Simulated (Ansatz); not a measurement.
`[CH3][V](=[NH])([F])[F]` and `[CH3][V](=[NH])([OH])[F]` differ in one atom or group.

Ansatz, PBE0-D4/def2-TZVP geometries, multiplicity 1. Each molecule was computed in one conformer, which needn't be the lowest.

Scalar relativity is left out up to krypton.

```csv
property,`[CH3][V](=[NH])([F])[F]`
HOMO energy (B3LYP/def2-TZVPP) / eV,-8.59
HOMO–LUMO gap (PBE0/def2-TZVPP) / eV,6.09
LUMO energy (PBE/def2-TZVPP) / eV,-3.87
HOMO energy (PBE/def2-TZVPP) / eV,-7.34
HOMO–LUMO gap (ωB97M-V/def2-TZVPP) / eV,10.88
HOMO–LUMO gap (PBE/def2-TZVPP) / eV,3.47
```

Task: Give the same properties after the change, and the shifts. (An estimate is asked.)

Result: Computed: 
```tsv
property	`[CH3][V](=[NH])([OH])[F]`	shift
HOMO energy (B3LYP/def2-TZVPP) / eV	-8.09	0.50
HOMO–LUMO gap (PBE0/def2-TZVPP) / eV	6.00	-0.09
LUMO energy (PBE/def2-TZVPP) / eV	-3.44	0.43
HOMO energy (PBE/def2-TZVPP) / eV	-6.88	0.46
HOMO–LUMO gap (ωB97M-V/def2-TZVPP) / eV	10.74	-0.14
HOMO–LUMO gap (PBE/def2-TZVPP) / eV	3.44	-0.03
```

With PBE0 the HOMO rises by 0.51 eV and the LUMO rises by 0.41 eV, so the gap narrows by about 0.10 eV. PBE moves the HOMO by 0.46 eV and ωB97M-V by 0.52 eV. The zero-point energy changes by 28.4 kJ/mol with +3 modes.

B3LYP here is the variant with VWN-RPA as its local correlation; programs differ in this.
